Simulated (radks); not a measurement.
Neutral technetium, 43 electrons, occupied as [Kr] 4d4 5s2 5p1 (not the ground configuration).

Calculated with a radial shooting solver on a logarithmic mesh with Libxc functionals: scalar-relativistic Kohn-Sham, PBE, spin-polarised, spherical densities, finite nucleus; open shells are filled with parallel spins first (spin-orbit coupling, left out, can overturn this in heavy ions); Fermi nuclear charge, rms radius 4.4112 fm.

Energy parts (eV):
part                       energy
total                 -116611.814
kinetic                120408.498
electron-nucleus      -280841.897
Hartree                 47307.803
exchange-correlation    -3486.218

Orbitals (lengths in bohr, moments of r in powers of bohr):
| orbital | occ. | eigenvalue (eV) | <r> |
|---|---|---|---|
| 1s up | 1 | -20872.69 | 0.03428 |
| 1s down | 1 | -20872.68 | 0.03428 |
| 2s up | 1 | -2982.516 | 0.1496 |
| 2s down | 1 | -2981.969 | 0.1496 |
| 2p up | 3 | -2669.807 | 0.1304 |
| 2p down | 3 | -2669.392 | 0.1304 |
| 3s up | 1 | -523.6308 | 0.4154 |
| 3s down | 1 | -523.3398 | 0.4154 |
| 3p up | 3 | -421.0112 | 0.4164 |
| 3p down | 3 | -420.6800 | 0.4163 |
| 3d up | 5 | -255.0237 | 0.3990 |
| 3d down | 5 | -254.5103 | 0.3989 |
| 4s up | 1 | -79.2091 | 1.055 |
| 4s down | 1 | -76.3984 | 1.050 |
| 4p up | 3 | -51.0752 | 1.165 |
| 4p down | 3 | -48.0573 | 1.160 |
| 4d up | 4 | -11.5510 | 1.602 |
| 4d down | 0 | -8.5257 | 1.648 |
| 5s up | 1 | -7.3719 | 3.022 |
| 5s down | 1 | -5.7854 | 3.182 |
| 5p up | 1 | -2.8641 | 4.026 |
| 5p down | 0 | -1.8126 | 4.400 |

The highest occupied level is 5p up at -2.864 eV. The configuration is held as typed, so some empty levels lie below it. The spin density at the nucleus is -0.835 e/bohr^3 (1s -0.053, 2s -0.987, 3s 0.530, 4s -2.832, 5s 2.507). Spin moment in Bohr magnetons: 5.
